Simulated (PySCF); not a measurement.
Krypton: a sound run and one with changed settings

Sound run: Kr [Kr], Kr⁺ [Ar] 3d10 4s2 4p5. All numbers are calculated (PySCF 2.14, scalar relativity through the core potential, in aug-cc-pVDZ-PP with ECP10MDF). In the sound run the correlated levels freeze 3s2 3p6 3d10 outside the core potential. The sound run starts from symmetry-adapted Hartree-Fock orbitals and uses a fine grid where one is needed.

Changed run: a valence shell is frozen. This setting is unsound on purpose.

```csv
species,method,sound run (hartree),changed run (hartree),converged
Kr,MP2,-462.30695,-462.28299,yes
Kr,CCSD(T),-462.31929,-462.29283,yes
Kr⁺,MP2,-461.79401,-461.76362,yes
Kr⁺,CCSD(T),-461.80957,-461.77379,yes
```

Ionisation energy of Kr:

```
 method  sound run (eV)  changed run (eV)
    UHF          13.151            13.151
    MP2          13.958            14.133
SCS-MP2          13.877            14.088
   CCSD          13.851            14.106
CCSD(T)          13.870            14.124
```

Freezing a valence shell removes pair correlation that changes on ionisation.

For comparison, NIST gives 14.000 eV between the lowest levels.
